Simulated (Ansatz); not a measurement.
Isolated molecules relaxed with PBE0-D4/def2-TZVP in Ansatz; ΔE leaves out vibrations. CBS: MP2 limit from def2 TZ/QZ plus the TZ coupled-cluster correction, frozen cores. Functionals use def2-TZVPP. Each species was taken in one conformer, which may not be the lowest.

`CBN[SiH2]C` + `S[SiH2]Cl` → `C[SiH2]S[SiH2]Cl` + `CBN`  (ligand exchange at the Si–N bond)

Problem. Is it downhill or uphill in electronic energy at CCSD(T)/CBS, and by how much? (Estimate.)

Solution. The calculation gave: Downhill: ΔE = -22.4 kJ/mol.

Problem. What do these levels give: PBE0-D4, ωB97M-V, B2PLYP, PBE0, SCS-MP2/def2-QZVPP, HF/CBS(def2)? (Estimate.)

Solution. Ansatz gave: PBE0-D4 -30.0, ωB97M-V -22.3, B2PLYP -20.0, PBE0 -29.2, SCS-MP2/def2-QZVPP -20.7, HF/CBS(def2) -11.0 kJ/mol.

Largest T1 diagnostic among the species: 0.011.

In def2-TZVPP, CCSD(T) changes the Hartree–Fock value by −7.0 kJ/mol (the triples alone add −2.1 kJ/mol) and MP2 by −11.6 kJ/mol.
